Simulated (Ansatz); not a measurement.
`C[SiH2][SiH2]Br` at its PBE0-D4/def2-TZVP geometry, where that method's forces vanish. Total charge 0; spin multiplicity 1.

```xyz
11

C     1.5324   -0.6179    0.4686
Si    0.2653   -0.2401   -0.8568
Si   -1.5628    0.8890    0.0665
Br   -2.3319   -0.3524    1.7631
H     1.9260    0.3030    0.9041
H     2.3681   -1.1845    0.0524
H     1.0800   -1.2077    1.2685
H    -0.2460   -1.4905   -1.4823
H     0.8497    0.6105   -1.9330
H    -1.1949    2.2120    0.6353
H    -2.6860    1.0785   -0.8865
```

Problem. What forces (eV/Å) does B3LYP-D4/def2-TZVPP give on these atoms in the Gaussian-basis code of Ansatz? (An estimate is asked.)

Solution. The calculation gave: 
```
C1   0.067 -0.031  0.070
Si2 -0.036 -0.014 -0.196
Si3 -0.011  0.233 -0.165
Br4 -0.088 -0.133  0.188
H5  -0.008 -0.052 -0.010
H6  -0.029  0.027  0.040
H7   0.043  0.029 -0.033
H8   0.039  0.073  0.036
H9  -0.027 -0.055  0.061
H10 -0.023 -0.075 -0.045
H11  0.072 -0.003  0.054
```

B3LYP here is the variant with VWN-RPA as its local correlation; programs differ in this.
